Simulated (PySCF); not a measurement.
Isomers of C8H12Si, from PySCF 2.14.0, PBE0-D3(BJ)/def2-SVP geometry optimisation, gas phase. One conformer each, no zero-point energy, no frequencies.

Question: Which is lowest in electronic energy at this level?
A. `[SiH3:1][CH2:2][C:3]1=[CH:4][CH:5]=[CH:6][C:7]12[CH2:8][CH2:9]2` with Si1–C2–C3–C4 79°: A = 2117, B = 1082, C = 831.4 MHz, dipole 1.25 D
B. `[SiH](C)(C)c1ccccc1` (SiHMe2Ph): A = 2759, B = 798.9, C = 765.8 MHz, dipole 0.57 D
C. `[CH2:1]=[CH:2][Si:3]([CH:4]=[CH2:5])([CH:6]=[CH2:7])[CH:8]=[CH2:9]` with C1–C2–Si3–C4 134°, C2–Si3–C4–C5 -142°, C2–Si3–C6–C7 -132°, C2–Si3–C8–C9 -130°: A = 1361, B = 1041, C = 1033 MHz, dipole 0.23 D

Answer: B. That is SiHMe2Ph, `[H][Si](C)(C)c1ccccc1`, 53.3 kcal/mol below the next.

| SMILES | mapped SMILES | E (Eh) | relative (kcal/mol) | relative (kJ/mol) | dipole (D) |
| --- | --- | --- | --- | --- | --- |
| [H][Si](C)(C)c1ccccc1 | – | -600.79930 | 0.0 | 0.0 | 0.57 |
| [SiH3]CC1=CC=CC12CC2 | [SiH3:1][CH2:2][C:3]1=[CH:4][CH:5]=[CH:6][C:7]12[CH2:8][CH2:9]2 | -600.71441 | 53.3 | 222.9 | 1.25 |
| C=C[Si](C=C)(C=C)C=C | [CH2:1]=[CH:2][Si:3]([CH:4]=[CH2:5])([CH:6]=[CH2:7])[CH:8]=[CH2:9] | -600.67721 | 76.6 | 320.6 | 0.23 |
